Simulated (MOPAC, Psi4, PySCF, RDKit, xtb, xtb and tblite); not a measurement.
Two geometries of SMILES Bc1ccc(C=C)cc1, relaxed at GFN2-xTB with one dihedral held; other torsions can differ between them too.

Structure A

```
18

B     -3.3978    -0.2217     0.1896
C     -1.8610    -0.1809     0.0470
C     -1.2410    -0.1281    -1.2095
C      0.1280    -0.0392    -1.3398
C      0.9605    -0.0211    -0.2172
C      2.4019     0.0554    -0.4092
C      3.3327     0.0255     0.5379
C      0.3568    -0.0741     1.0419
C     -1.0142    -0.1326     1.1645
H     -4.0526    -0.7181    -0.6432
H     -3.9068     0.1868     1.1606
H     -1.8571    -0.1499    -2.0975
H      0.5717     0.0092    -2.3252
H      2.7124     0.1395    -1.4441
H      3.0983    -0.0627     1.5849
H      4.3797     0.0868     0.2949
H      0.9677    -0.0527     1.9317
H     -1.4544    -0.1606     2.1515
```

Structure B

```
18

B      3.4174    -0.2348     0.2228
C      1.8759    -0.1416     0.0533
C      1.0394    -1.2295     0.3151
C     -0.3323    -1.1283     0.2051
C     -0.9410     0.0643    -0.1895
C     -2.3925     0.1154    -0.3021
C     -3.1242     1.1484    -0.7034
C     -0.1123     1.1560    -0.4525
C      1.2566     1.0561    -0.3167
H      4.0654    -0.8077    -0.5649
H      3.9405     0.3281     1.1050
H      1.4784    -2.1706     0.6174
H     -0.9487    -1.9901     0.4231
H     -2.8952    -0.8039    -0.0248
H     -2.6934     2.0899    -0.9978
H     -4.1980     1.0876    -0.7535
H     -0.5424     2.0991    -0.7537
H      1.8716     1.9226    -0.5186
```

Q: Which is lower in energy at the level B3LYP-D3(BJ)/def2-SVP // GFN2-xTB run with Psi4, and by how much?

A: A is lower, by 7.12 kcal/mol (dihedral H10–B1–C2–C3: 30° in A, 75° in B).

E(B) − E(A) in kcal/mol at the other levels, on the same two geometries: GFN2-xTB (xtb and tblite) 2.73; B3LYP/def2-SVP // GFN2-xTB (Psi4) 7.08; PBE/def2-SVP // GFN2-xTB (Psi4) 7.05; PBE-D3(BJ)/def2-SVP // GFN2-xTB (Psi4) 7.07; UFF // GFN2-xTB (RDKit) 6.44; PM3, restricted, heats of formation // GFN2-xTB (MOPAC) 2.78; PM7, restricted, heats of formation // GFN2-xTB (MOPAC) 0.65; GFN1-xTB // GFN2-xTB (xtb) 3.00; restricted B3LYP/6-31G*, spherical d, density fitting // GFN2-xTB (PySCF) 7.32; restricted MP2 (frozen core)/3-21G // GFN2-xTB (PySCF) 6.76; restricted Hartree-Fock/3-21G, density fitting // GFN2-xTB (PySCF) 6.76; restricted MP2 (frozen core)/6-31G*, spherical d // GFN2-xTB (PySCF) 6.69.
